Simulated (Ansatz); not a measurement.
The cluster Sc5. Total charge 0; quartet. Geometry PBE-D4/def2-SVP; atoms count from 1.

```xyz
5

Sc    0.4884   -1.3132   -0.8299
Sc    2.2989    0.8465   -0.2156
Sc   -0.6133    1.2991   -0.7705
Sc   -2.3024   -0.8499    0.1515
Sc    0.1284    0.0175    1.6646
```

The charge 0 quartet is spin-contaminated (final ⟨S²⟩ up to 5.01, 3.75 for a pure state). The structure comes from a short search, and lower isomers may exist.

**Question.** Estimate the Mulliken populations from the PBE0/def2-TZVP orbitals of Ansatz.

**Answer.** 
```json
{"atom": "Sc1", "charge (e)": "-0.03", "spin (α − β)": "0.86", "d electrons": "1.61"}
{"atom": "Sc2", "charge (e)": "0.04", "spin (α − β)": "0.44", "d electrons": "1.43"}
{"atom": "Sc3", "charge (e)": "-0.03", "spin (α − β)": "0.86", "d electrons": "1.61"}
{"atom": "Sc4", "charge (e)": "0.04", "spin (α − β)": "0.44", "d electrons": "1.43"}
{"atom": "Sc5", "charge (e)": "-0.03", "spin (α − β)": "0.39", "d electrons": "1.54"}
```
Mulliken values depend strongly on the basis.

**Question.** Where does the spin sit?

**Answer.** Summed by element: Sc 3.00, of 3 unpaired in all. Largest on single atoms: Sc3 0.86, Sc1 0.86, Sc4 0.44.

**Question.** And the Mayer bond orders between heavy atoms (over 0.3)?

**Answer.** Sc1–Sc2 1.07 (2.88 Å); Sc1–Sc3 0.91 (2.84 Å); Sc1–Sc4 0.90 (2.99 Å); Sc1–Sc5 0.87 (2.85 Å); Sc2–Sc3 0.89 (3.00 Å); Sc2–Sc5 0.93 (2.99 Å); Sc3–Sc4 1.07 (2.88 Å); Sc3–Sc5 0.87 (2.85 Å); Sc4–Sc5 0.92 (2.99 Å).
